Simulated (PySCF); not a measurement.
O3Os, neutral, multiplicity 3. Atoms are numbered in the order given.

```xyz
4

Os     0.0000     0.0000     0.0294
O      0.0000    -1.5555     0.7147
O      0.0000     0.0000    -1.7086
O      0.0000     1.5555     0.7147
```
Charge 0, spin multiplicity 3.

Geometry: PBE0-D3(BJ)/def2-TZVP. The geometry has at least one imaginary mode, so it is a saddle point at that level. The multiplicity is an assumed one; other spin states were not compared. The def2 effective core potentials stand for the cores of Os; spin–orbit coupling is left out.

The numbers are results of PBE/def2-TZVPD in PySCF, not measurements.

Mulliken values depend strongly on the basis, most of all with diffuse functions as here. ESP charges are fitted to the potential on shells at 1.4 to 2.0 van der Waals radii. Atomic charges (e):

```
atom  Mulliken  ESP fit  Mulliken spin
----  --------  -------  -------------
Os1       1.24      ___           1.61
O2       -0.39      ___          -0.03
O3       -0.46      ___           0.45
O4       -0.39      ___          -0.03
```

Task: Some entries are withheld; supply them. (The exact figures need the calculation; the answer reports its results.)

Result: 
- Os1, ESP fit: 1.08
- O2, ESP fit: -0.35
- O3, ESP fit: -0.38
- O4, ESP fit: -0.35
